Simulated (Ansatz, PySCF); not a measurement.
Dimer: NH3 (SMILES N) (first 4 atoms) with HF (SMILES F); geometry from B3LYP-D3(BJ)/def2-TZVP.
(charge 0, multiplicity 1):
```xyz
6

N      0.0382     0.1766     0.3049
H     -0.2387    -0.7405    -0.0275
H     -0.6002     0.8572    -0.0915
H      0.9652     0.3718    -0.0566
F      0.0101     0.2759     2.9409
H      0.0204     0.2397     1.9794
```

Basis-set superposition error: the interaction energy with monomers in their own basis, and in the dimer's basis (counterpoise).

The values were computed with Ansatz (a program for electronic structure) with Gaussian orbitals; PySCF for 6-31G* rows. Values without a source in brackets are computed.

```
level                uncorrected (kcal/mol)  counterpoise (kcal/mol)  difference
-------------------  ----------------------  -----------------------  ----------
HF/6-31G*                            -13.20                   -12.10        1.10
PBE/def2-TZVPPD                      -14.89                   -14.74        0.15
r2SCAN/def2-TZVPPD                   -15.02                   -14.88        0.14
B97M-V/def2-TZVPPD                   -13.88                   -13.76        0.12
BHLYP/def2-TZVPPD                    -14.50                   -14.39        0.11
wB97M-V/def2-TZVPPD                  -13.96                   -13.82        0.15
B2PLYP/def2-TZVPPD                   -14.00                   -13.68        0.32
CCSD/aug-cc-pVDZ                     -13.34                   -11.89        1.45
CCSD(T)/aug-cc-pVDZ                  -13.77                   -12.15        1.61
CCSD(T)/aug-cc-pVTZ                  -13.81                   -13.16        0.65
```

The error is largest for CCSD(T)/aug-cc-pVDZ (1.61 kcal/mol) and smallest for BHLYP/def2-TZVPPD (0.11 kcal/mol).
